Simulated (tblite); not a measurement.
Compound: perfluorosuccinyl chloride, C4Cl2F4O2.
SMILES with atom numbers: `[O:1]=[C:2]([Cl:3])[C:4]([F:5])([F:6])[C:7]([F:8])([F:9])[C:10](=[O:11])[Cl:12]`

Computed with GFN2-xTB (tblite), gas phase: L-BFGS steps from a force-field or distance-geometry start until the largest atomic force falls under 0.01 eV/Å.

Step 15: E = -1215.5932 eV
```
atom  x, y, z in Å  |  force x, y, z in eV/Å
O1     -1.6962   -0.6731    1.8345    0.011   0.012  -0.054
C2     -1.5102   -0.0931    0.8240   -0.016  -0.031   0.141
Cl3    -2.1514    1.4754    0.4804   -0.057   0.007  -0.003
C4     -0.6853   -0.6467   -0.3663   -0.012  -0.037   0.004
F5     -0.2692   -1.8932   -0.0713   -0.019  -0.047  -0.012
F6     -1.4757   -0.7535   -1.4532    0.013   0.064  -0.062
C7      0.5782    0.2036   -0.7039    0.006  -0.017   0.022
F8      0.2351    1.4526   -1.0810    0.003  -0.017  -0.069
F9      1.2227   -0.3492   -1.7501   -0.011   0.024  -0.005
C10     1.5278    0.2834    0.5228    0.024  -0.001   0.036
O11     1.2957   -0.2115    1.5742    0.029   0.068  -0.006
Cl12    2.9296    1.2046    0.1639    0.028  -0.024   0.009
```

Step 16: E = -1215.5943 eV
```
atom  x, y, z in Å  |  force x, y, z in eV/Å
O1     -1.6972   -0.6759    1.8350    0.019   0.026  -0.037
C2     -1.5087   -0.0930    0.8270   -0.041  -0.051   0.086
Cl3    -2.1552    1.4727    0.4781   -0.048   0.003   0.016
C4     -0.6853   -0.6453   -0.3658   -0.008  -0.040   0.004
F5     -0.2693   -1.8928   -0.0760   -0.026  -0.056   0.000
F6     -1.4761   -0.7475   -1.4531    0.005   0.061  -0.051
C7      0.5782    0.2029   -0.7036    0.026  -0.010   0.044
F8      0.2347    1.4516   -1.0824    0.021  -0.028  -0.064
F9      1.2224   -0.3529   -1.7486   -0.011   0.038  -0.001
C10     1.5282    0.2827    0.5241    0.054   0.054  -0.002
O11     1.2969   -0.2072    1.5776    0.019   0.055  -0.011
Cl12    2.9325    1.2040    0.1615   -0.008  -0.052   0.017
```

Step 17: E = -1215.5954 eV
```
atom  x, y, z in Å  |  force x, y, z in eV/Å
O1     -1.6980   -0.6793    1.8359    0.021   0.026   0.013
C2     -1.5076   -0.0933    0.8308   -0.058  -0.056  -0.016
Cl3    -2.1606    1.4697    0.4760   -0.032  -0.012   0.038
C4     -0.6854   -0.6443   -0.3651   -0.004  -0.030   0.003
F5     -0.2701   -1.8936   -0.0813   -0.043  -0.051   0.005
F6     -1.4761   -0.7393   -1.4538    0.006   0.050  -0.023
C7      0.5787    0.2019   -0.7026    0.037   0.000   0.048
F8      0.2345    1.4497   -1.0851    0.034  -0.035  -0.047
F9      1.2218   -0.3565   -1.7468   -0.005   0.040   0.003
C10     1.5297    0.2830    0.5256    0.064   0.095  -0.038
O11     1.2986   -0.2011    1.5814    0.005   0.038  -0.006
Cl12    2.9359    1.2025    0.1591   -0.025  -0.066   0.018
```

Step 18: E = -1215.5968 eV
```
atom  x, y, z in Å  |  force x, y, z in eV/Å
O1     -1.6986   -0.6829    1.8372    0.019   0.018   0.071
C2     -1.5073   -0.0946    0.8347   -0.065  -0.048  -0.124
Cl3    -2.1678    1.4658    0.4742   -0.012  -0.035   0.058
C4     -0.6856   -0.6438   -0.3642    0.000  -0.011   0.003
F5     -0.2721   -1.8955   -0.0875   -0.064  -0.035   0.005
F6     -1.4758   -0.7281   -1.4552    0.015   0.031   0.013
C7      0.5799    0.2007   -0.7005    0.033   0.010   0.032
F8      0.2344    1.4465   -1.0891    0.041  -0.032  -0.019
F9      1.2210   -0.3602   -1.7446    0.011   0.030   0.008
C10     1.5325    0.2849    0.5269    0.046   0.108  -0.058
O11     1.3008   -0.1927    1.5854   -0.009   0.022   0.002
Cl12    2.9400    1.1994    0.1567   -0.013  -0.058   0.008
```

Task: Estimate the geometry and energy of step 19. (The exact step hangs on the optimiser's Hessian estimate; all steps are aligned on step 18, rigid shifts and turns removed.)

Result: E = -1215.5983 eV, largest force 0.199 eV/Å
```
atom  x, y, z in Å  |  force x, y, z in eV/Å
O1     -1.6987   -0.6865    1.8393    0.017   0.008   0.105
C2     -1.5084   -0.0973    0.8377   -0.061  -0.033  -0.187
Cl3    -2.1765    1.4607    0.4734    0.006  -0.055   0.068
C4     -0.6858   -0.6435   -0.3630    0.001   0.008   0.001
F5     -0.2759   -1.8984   -0.0944   -0.082  -0.013   0.001
F6     -1.4748   -0.7144   -1.4568    0.025   0.005   0.041
C7      0.5819    0.1993   -0.6975    0.016   0.017   0.001
F8      0.2346    1.4422   -1.0943    0.040  -0.013   0.012
F9      1.2202   -0.3640   -1.7420    0.034   0.010   0.014
C10     1.5364    0.2888    0.5280    0.002   0.084  -0.051
O11     1.3033   -0.1821    1.5894   -0.021   0.013   0.006
Cl12    2.9448    1.1948    0.1541    0.024  -0.030  -0.011
```

The energy changes by -0.0016 eV. The first-order estimate −F·Δx gives -0.0021 eV and the mean of the old and new forces, exact on a quadratic surface, -0.0015 eV. The step makes an angle of 72° with the force vector and moves no atom by more than 0.014 Å.

The cost below is that of the whole relaxation. The run took 1.2 s on Arm Neoverse V2, one thread, shared host.
